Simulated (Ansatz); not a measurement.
`N[Si](O)(O)O` and `O[Si](O)(O)[O][GaH2]` differ in one atom or group.

Ansatz, PBE0-D4/def2-TZVP geometries, multiplicity 1. Each molecule was computed in one conformer, which needn't be the lowest.

Scalar relativity is left out up to krypton.

| property | `N[Si](O)(O)O` |
| --- | --- |
| size of the dipole moment (ωB97M-V/def2-TZVPP) / D | 1.07 |
| ideal-gas entropy at 298 K and 1 bar (rigid rotor, harmonic PBE0-D4/def2-TZVP) / J/(mol·K) | 342 |
| LUMO energy (ωB97M-V/def2-TZVPP) / eV | 2.01 |
| HOMO energy (ωB97M-V/def2-TZVPP) / eV | -10.02 |
| HOMO energy (B3LYP/def2-TZVPP) / eV | -7.33 |
| HOMO–LUMO gap (ωB97M-V/def2-TZVPP) / eV | 12.03 |

**Question.** What does the change do to each property? (Estimate.)

**Answer.** Computed: 
```tsv
property	`O[Si](O)(O)[O][GaH2]`	shift
size of the dipole moment (ωB97M-V/def2-TZVPP) / D	1.92	0.85
ideal-gas entropy at 298 K and 1 bar (rigid rotor, harmonic PBE0-D4/def2-TZVP) / J/(mol·K)	382	40
LUMO energy (ωB97M-V/def2-TZVPP) / eV	1.29	-0.72
HOMO energy (ωB97M-V/def2-TZVPP) / eV	-10.26	-0.24
HOMO energy (B3LYP/def2-TZVPP) / eV	-7.79	-0.46
HOMO–LUMO gap (ωB97M-V/def2-TZVPP) / eV	11.55	-0.48
```

With PBE0 the HOMO falls by 0.41 eV and the LUMO falls by 0.86 eV, so the gap narrows by about 0.45 eV. PBE moves the HOMO by -0.53 eV and ωB97M-V by -0.24 eV. The zero-point energy changes by -18.7 kJ/mol with +3 modes. Dipoles are sizes alone; their direction can turn.

B3LYP here is the variant with VWN-RPA as its local correlation; programs differ in this.
